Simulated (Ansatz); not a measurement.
Correlation energies of `[NH2][Hf]([F])([F])[Cl]` by basis set

```xyz
7

N    -0.2098    1.2324    0.1348
Hf    0.0961   -0.7488    0.0218
F    -1.5688   -1.5951    0.3722
F     1.4492   -1.1804    1.2842
Cl    0.8298   -1.3343   -2.1413
H     0.4818    1.9198    0.4016
H    -1.0782    1.7063   -0.0734
```

The species carries charge 0 and has multiplicity 1. Correlated methods include outer-core shells of Hf, which these sets cover unevenly. Hf takes the def2 core potential. All single points use the PBE0-D4/def2-TZVP geometry. It is one conformer, not always the lowest. Frozen core, restricted reference, Ansatz.

```tsv
basis	HF (Eh)	MP2 corr.	CCSD corr.	(T)	CCSD(T) total
def2-SVP	?	?	?	-0.02280	?
def2-TZVPP	-761.91673	-1.22309	?	-0.04628	?
def2-QZVPP	-761.94223	-1.35611	–	–	–
```

Problem. Fill in the withheld values. (Estimate.)

Solution. Ansatz gave: def2-SVP HF (Eh): -761.41767; def2-SVP MP2 corr.: -0.89947; def2-SVP CCSD corr.: -0.91700; def2-SVP CCSD(T) total: -762.35747; def2-TZVPP CCSD corr.: -1.23637; def2-TZVPP CCSD(T) total: -763.19938.
